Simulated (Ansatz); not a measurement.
Stretching the Ge1–O2 bond in GeO (multiplicity 1 held). Energies count from the point at 1.632 Å.


Signs of static correlation in cc-pVDZ, with CASSCF(10,8), from Ansatz (a program for electronic structure) runs.

| R (Å) | T1 of restricted CCSD | ⟨S²⟩ of UHF | largest double amplitude of restricted CCSD | weight of the CASSCF reference in MRCISD | CASSCF natural occupations |
|---|---|---|---|---|---|
| 1.306 | 0.020 | 0.000 | 0.064 | 0.949 | 2.00 2.00 1.98 1.96 1.96 0.04 0.04 0.02 |
| 1.469 | 0.027 | 0.000 | 0.068 | 0.948 | 2.00 2.00 1.98 1.96 1.96 0.05 0.05 0.03 |
| 1.632 | 0.038 | 0.000 | 0.083 | 0.947 | 2.00 2.00 1.97 1.94 1.94 0.06 0.06 0.03 |
| 1.796 | 0.052 | 0.737 | 0.100 | 0.946 | 2.00 1.99 1.96 1.93 1.93 0.08 0.08 0.05 |
| 1.959 | 0.072 | 0.899 | 0.117 | 0.944 | 2.00 1.99 1.94 1.90 1.90 0.10 0.10 0.06 |
| 2.204 | [?] | 1.089 | 0.144 | 0.942 | 2.00 1.98 1.90 1.85 1.85 0.16 0.16 0.10 |
| 2.449 | 0.287 | 1.922 | [?] | 0.940 | 2.00 1.98 1.85 1.76 1.76 0.25 0.25 0.16 |
| 2.857 | 0.074 | 1.997 | 0.156 | 0.937 | 2.00 1.97 1.70 1.57 1.57 0.44 0.44 0.31 |
| 3.265 | 0.046 | 2.011 | 0.173 | 0.937 | 2.00 1.97 1.57 1.39 1.39 0.62 0.62 0.45 |
| 3.755 | 0.028 | 2.013 | 0.250 | 0.939 | 2.00 2.00 1.97 1.04 1.04 0.96 0.96 0.03 |
| 4.408 | 0.011 | 2.013 | 0.318 | 0.940 | 2.00 2.00 1.97 1.01 1.01 0.99 0.99 0.03 |
| 5.224 | 0.007 | 2.013 | 0.341 | 0.940 | 2.00 2.00 1.97 1.00 1.00 1.00 1.00 0.03 |
| 6.530 | 0.006 | 2.013 | 0.347 | 0.940 | 2.00 2.00 1.97 1.00 1.00 1.00 1.00 0.03 |

Task: Some entries are withheld; supply them.

Result: 
- 2.204, T1 of restricted CCSD: 0.144
- 2.449, largest double amplitude of restricted CCSD: 0.206

Doubts at one or more of the structures used: T1 above 0.05 (R-CCSD(T)/cc-pVDZ, U-CCSD(T)/cc-pVDZ); a restricted determinant that unrestricted orbitals would lower (R-CCSD(T)/cc-pVDZ); a spin-contaminated determinant (U-CCSD(T)/cc-pVDZ); the program's own flag: large difference (U-CCSD(T)/cc-pVDZ).
